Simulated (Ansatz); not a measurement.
Geometry optimisation, UKS B3LYP/6-31G* in Ansatz.

The input (input.yaml):

```yaml
crystal:
  periodic: [false, false, false]
  atoms:
    - { symbol: Mg, position_ang: [-0.6704, -1.886, -0.3501] }
    - { symbol: H, position_ang: [0.0328, -0.3978, -1.9092] }
    - { symbol: Cl, position_ang: [-2.0001, -3.5757, -0.3135] }
    - { symbol: H, position_ang: [0.3094, 0.6875, 0.5213] }
    - { symbol: "N", position_ang: [-0.0059, -0.2706, 1.4039] }
    - { symbol: H, position_ang: [0.2792, 0.4356, -1.4454] }
    - { symbol: "N", position_ang: [0.5481, 1.4232, -0.576] }
    - { symbol: H, position_ang: [-0.7178, 0.0872, 2.0296] }
    - { symbol: H, position_ang: [0.8169, -0.4595, 1.9637] }
    - { symbol: H, position_ang: [-0.0913, 2.1985, -0.6812] }
    - { symbol: H, position_ang: [1.4992, 1.7574, -0.6433] }
magnetization:
  spin_polarized: true
basis:
  gaussian: { orbitals: "6-31G*" }
hamiltonian:
  xc: b3lyp
relax:
  f_tol: 0.15
  max_steps: 25
  restrain:
    - { distance: [0, 4], at: 3.42, k: 30.0 }
    - { distance: [3, 6], at: 2.32, k: 30.0 }
    - { distance: [5, 1], at: 1.92, k: 30.0 }
    - { distance: [0, 1], at: 1.72, k: 30.0 }
    - { distance: [3, 4], at: 1.02, k: 30.0 }
    - { distance: [5, 6], at: 1.02, k: 30.0 }
output:
  orbitals: {}
```

Command:

```bash
$ ansatz run input.yaml --threads 2 --pin off --max-ram 3072MiB --backend cpu --events-out ev --progress --plain --runs-dir out
```

Problem. Where does it end, and by what steps?

Solution. It converged. The restraints hold the end off the free minimum. After 7 steps the energy has fallen by 1.235 eV (the restraints' own energy left out); Mg1 moved furthest, 0.71 Å. Joined: Mg1–H2 (2.27 → 1.72 Å), H4–N5 (1.34 → 1.02 Å), H6–N7 (1.34 → 1.02 Å).

| step | energy less start (eV) | largest force component (eV/Å) | accepted |
| --- | --- | --- | --- |
| 0 | 0.0000 | 2.632 | yes |
| 1 | -0.5208 | 4.051 | yes |
| 2 | -0.6531 | 3.012 | yes |
| 3 | -0.5790 | 2.133 | yes |
| 4 | -0.9319 | 1.400 | yes |
| 5 | -1.2132 | 0.407 | yes |
| 6 | -1.2349 | 0.483 | yes |
| 7 | -1.2345 | 0.402 | yes |

```xyz
11
Properties=species:S:1:pos:R:3
Mg -0.948 -2.024 -0.985
H -0.157 -0.870 -1.983
Cl -1.975 -3.895 -0.364
H 0.281 0.571 1.198
N 0.020 -0.249 1.749
H 0.402 0.862 -1.354
N 0.630 1.691 -0.797
H -0.721 0.032 2.385
H 0.818 -0.512 2.322
H 0.055 2.457 -1.153
H 1.595 1.937 -1.018
```

Run time: 19 s on 2 threads of AMD EPYC 9R14 (Zen 4), with other jobs on the host, peak memory 0.25 GiB.
